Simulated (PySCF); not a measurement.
Species: pentafluoroethane, C2HF5.
SMILES: `FC(F)C(F)(F)F`

Torsions of this conformer, `[F:1][CH:2]([F:3])[C:4]([F:5])([F:6])[F:7]`: F1–C2–C4–F5 60°.

The closed-shell ground state was solved at several levels (PySCF, density fitting, gas phase, non-relativistic). Isolated species at its PBE0-D3(BJ)/def2-TZVP geometry, gas phase.

```csv
level,basis functions,HOMO (eV),LUMO (eV),gap (eV),dipole (D)
B97-2/pcSseg-2,266,-10.29,0.79,11.08,1.52
wB97X-D/pcSseg-2,266,-12.52,2.52,15.04,1.55
CAM-B3LYP/aug-cc-pVTZ,345,-12.16,0.23,12.39,1.56
wB97X-D/aug-cc-pVTZ,345,-12.49,0.87,13.36,1.51
PBE0/pcSseg-2,266,-10.58,0.77,11.35,1.53
KT3/pcSseg-2,266,-8.95,-0.17,8.78,1.42
```

**Question.** What might PBE0/aug-cc-pVTZ (345 basis functions) give for the same quantities?

**Answer.** HOMO -10.56 eV, LUMO -0.06 eV, gap 10.50 eV, dipole 1.50 D.

**Question.** Over all these levels, which gives the widest orbital gap and which the narrowest?

**Answer.** wB97X-D/pcSseg-2 (range-separated hybrid) has the widest, 15.04 eV, and KT3/pcSseg-2 (GGA) the narrowest, 8.78 eV. The two share the basis. From the narrowest to the widest the HOMO moves by -3.57 eV and the LUMO by +2.69 eV.

**Question.** In the pcSseg-2 basis, how does the gap go with the fixed share of exact exchange?

**Answer.** KT3 (0 %) 8.78 eV; B97-2 (21 %) 11.08 eV; PBE0 (25 %) 11.35 eV. Each rise in the share widens the gap here.

**Question.** How far do the dipole and the HOMO energy spread over the levels?

**Answer.** The dipole runs from 1.42 to 1.56 D (mean 1.51 D) and the HOMO from -12.52 to -8.95 eV.
